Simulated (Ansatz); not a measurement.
Stepwise reaction of `[CH3][Bi]([CH3])[Cl]` with hydrogen chloride, as a gas-phase model of exchange steps in deposition or etching. ΔE in kJ/mol; ΔG adds harmonic PBE0-D4 terms to CCSD(T)/CBS, at 1 bar.

Program: Ansatz. Geometries: PBE0-D4/def2-TZVP. ΔE: electronic, gas phase. CCSD(T)/CBS adds triple-zeta CCSD(T) − MP2 to the extrapolated MP2 energy (def2 sets, frozen cores). This one scheme is used for every species. DFT in def2-TZVPP. B3LYP here is the variant with VWN-RPA as its local correlation; programs differ in this. def2 core potentials past Kr. For Bi outer-core shells are correlated without core-valence functions, which leaves a few kJ/mol of doubt a bond.

```tsv
step	reaction	PBE-D4	B3LYP-D4	ωB97M-V	CCSD(T)/CBS	ΔG(500 K)
2	`[CH3][Bi]([Cl])[Cl]` + HCl → `[Cl][Bi]([Cl])[Cl]` + CH₄	-117.0	-119.1	-108.8	-106.9	-90.3
```

Q: Give the row of step 1, `[CH3][Bi]([CH3])[Cl]` + HCl → `[CH3][Bi]([Cl])[Cl]` + CH₄. (Best estimate.)

A: The calculation gave: 
```
step                                                    reaction  PBE-D4  B3LYP-D4  ωB97M-V  CCSD(T)/CBS  ΔG(500 K)
   1  `[CH3][Bi]([CH3])[Cl]` + HCl → `[CH3][Bi]([Cl])[Cl]` + CH₄  -122.5    -126.4   -118.5       -115.6     -102.5
```

Q: By hand: ΔE of the 2 steps together at CCSD(T)/CBS.

A: (-115.6) + (-106.9) = -222.5 kJ/mol, or -111.2 kJ/mol a step.

In ΔE each step is higher than the one before. All are downhill at CCSD(T)/CBS. ΔG lies between -102.5 and -90.3 kJ/mol a step. PBE-D4 differs from CCSD(T)/CBS by -10.1 to -6.9 kJ/mol a step. Only this route is followed, and other bonds may react first. Isolated molecules leave out the surface, adducts and barriers. Largest T1 diagnostic: 0.012.
